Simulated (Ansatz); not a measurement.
The same group exchange along the group F, Cl, Br, I.

Gas-phase electronic energies from Ansatz, PBE0-D4/def2-TZVP geometries. CBS: MP2 limit from def2 TZ/QZ plus the TZ coupled-cluster correction, frozen cores. This one scheme is used for every species. def2 core potentials past Kr. For Br, I outer-core shells are correlated without core-valence functions, which leaves a few kJ/mol of doubt a bond. Scalar relativity is left out up to krypton. Each species was taken in one conformer, which may not be the lowest.

Question: Order these by ΔE at CCSD(T)/CBS, lowest first. (Best estimate.)
A. `[F][AlH2]` + `O=CO[SiH3]` → `O=[C]([AlH2])O[SiH3]` + H–F
B. `[AlH2][I]` + `O=CO[SiH3]` → `O=[C]([AlH2])O[SiH3]` + HI
C. `[AlH2][Br]` + `O=CO[SiH3]` → `O=[C]([AlH2])O[SiH3]` + HBr

Answer: B (+40.0 kcal/mol), C (+42.1 kcal/mol), A (+46.6 kcal/mol).

Largest T1 diagnostic: 0.016, for `O=[C]([AlH2])O[SiH3]`.
